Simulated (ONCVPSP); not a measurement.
# u(r) = r·R(r): atom against pseudo-atom (Mn (Z = 25))

Columns: radius, all-electron u(r) and pseudo u(r) of the 3s shell (level -81.38 eV) of manganese in the configuration [Ne] 3s2 3p6 3d6 4s1; PBEsol, scalar-relativistic, ONCV scheme, ONCVPSP 4.0.1.

```tsv
r (bohr)	all-electron	pseudo
0.090	-0.1063	0.1721
0.180	-0.6319	0.3464
0.270	-0.4151	0.5222
0.360	0.1001	0.6939
0.450	0.5928	0.8511
0.540	0.9426	0.9809
0.630	1.1369	1.0713
0.720	1.2039	1.1146
0.810	1.1823	1.1093
0.900	1.1062	1.0608
0.990	1.0013	0.9792
1.080	0.8851	0.8772
1.170	0.7689	0.7671
1.260	0.6591	0.6589
1.350	0.5593	0.5592
1.440	0.4708	0.4707
1.530	0.3937	0.3936
1.620	0.3276	0.3275
1.710	0.2713	0.2713
1.800	0.2240	0.2239
1.890	0.1843	0.1843
1.980	0.1513	0.1513
2.070	0.1240	0.1240
2.160	0.1014	0.1014
2.250	0.0828	0.0828
2.340	0.0675	0.0675
```

Task: How many radial nodes do the two functions have?

Result: The all-electron 3s function has n − l − 1 = 2 (the table is too coarse to show those close to the nucleus); the pseudo-wave has 0, since the states of the same l below it are removed with the core.

Task: At about which radius was the pseudo-wave matched?

Result: 1.35 bohr, where the columns begin to agree (steps of 0.09 bohr).

Task: Where does each function peak?

Result: Outermost all-electron maximum near 0.72 bohr, pseudo maximum near 0.72 bohr (to the table’s step).

Task: Is the pseudo-wave norm-conserving?

Result: Yes: the ONCV scheme keeps the norm inside the radius equal to the all-electron one, which fixes the energy derivative of the logarithmic derivative at the level.
